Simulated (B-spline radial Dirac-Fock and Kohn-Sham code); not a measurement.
## Elastic and transport cross sections of praseodymium for positrons

Method: relativistic (Dirac) partial waves in the static field of the Dirac-Fock atom, without polarisation or absorption potentials. Computed with a radial finite-basis atomic code. Below a few hundred eV the neglected polarisation potential matters, most of all at small angles. σ_tr1 and σ_tr2 weight the cross section with 1 − P₁ and 1 − P₂ of cos θ; "backward" is the share scattered beyond 90°.

| energy (eV) | σ (a₀²) | σ_tr1 (a₀²) | σ_tr2 (a₀²) | σ/σ_tr1 | backward (%) |
| --- | --- | --- | --- | --- | --- |
| 132 | 31.6 | 4.46 | 7.82 | 7.07 | 3.9 |
| 135 | 31.3 | 4.39 | 7.69 | 7.12 | 3.8 |
| 171 | 28.3 | 3.68 | 6.50 | 7.69 | 3.5 |
| 173 | 28.1 | 3.64 | 6.45 | 7.72 | 3.5 |
| 290 | 22.4 | 2.42 | 4.39 | 9.24 | 2.8 |
| 451 | 18.3 | 1.68 | 3.10 | 10.9 | 2.3 |
| 690 | 14.9 | 1.16 | 2.18 | 12.9 | 1.9 |
| 1210 | ? | ? | ? | ? | ? |
| 2480 | 7.72 | 0.337 | 0.681 | 22.9 | 0.85 |
| 4200 | 5.76 | 0.186 | 0.391 | 30.9 | 0.57 |
| 7520 | 4.09 | 0.0926 | 0.201 | 44.2 | 0.36 |
| 14200 | 2.76 | 0.0406 | 0.0917 | 67.8 | 0.20 |
| 21200 | 2.12 | 0.0233 | 0.0541 | 90.9 | 0.14 |
| 22000 | 2.07 | 0.0221 | 0.0514 | 93.5 | 0.13 |
| 71100 | 0.939 | 0.00382 | 0.00951 | 246 | 0.035 |
| 127000 | 0.648 | 0.00153 | 0.00393 | 424 | 0.016 |

Q: Fill in the row for 1.21 keV.

A: σ = 11.3 a₀², σ_tr1 = 0.696 a₀², σ_tr2 = 1.34 a₀², σ/σ_tr1 = 16.2, backward 1.4 %. The ratio σ/σ_tr1 is roughly the number of elastic collisions that randomise the direction.
